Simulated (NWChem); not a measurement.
**Electron attachment to C$_{2}$F$_{3}$O**

SMILES: O=[C]C(F)(F)F
```xyz
6

O      2.0700     0.0611    -0.0318
C      1.0952    -0.5185     0.2573
C     -0.3531    -0.0268     0.0127
F     -0.3864     1.1450    -0.6046
F     -0.9628     0.0858     1.1822
F     -0.9855    -0.9215    -0.7294
```
Charge 0, spin multiplicity 2.

The numbers come from NWChem runs, not from measurements. Structure: optimised with UPBE0/def2-SVP, a minimum by its harmonic frequencies.

Basis set: def2-SVPD. The species with one electron more has spin multiplicity 1 and keeps the geometry of the parent. Δ marks differences of total energies (open shells unrestricted). −ε marks an orbital energy of the parent. That orbital need not have the symmetry of the hole or added electron in the Δ rows. The basis adds only a small set of diffuse functions.

The correlated methods keep 6 core orbitals frozen. B3LYP has NWChem's definition, with VWN1-RPA local correlation. The structure started from a generated list of species. No SCF solution was tested for a lower state.

One of these methods gave a vertical electron affinity of 0.91 eV. Which?
A) ΔB2PLYP
B) −ε(beta LUMO) of PBE
C) ΔB3LYP
D) −ε(beta LUMO) of B3LYP

C, ΔB3LYP. The others give 3.54 (−ε(beta LUMO) of B3LYP), 4.21 (−ε(beta LUMO) of PBE), 0.73 (ΔB2PLYP).
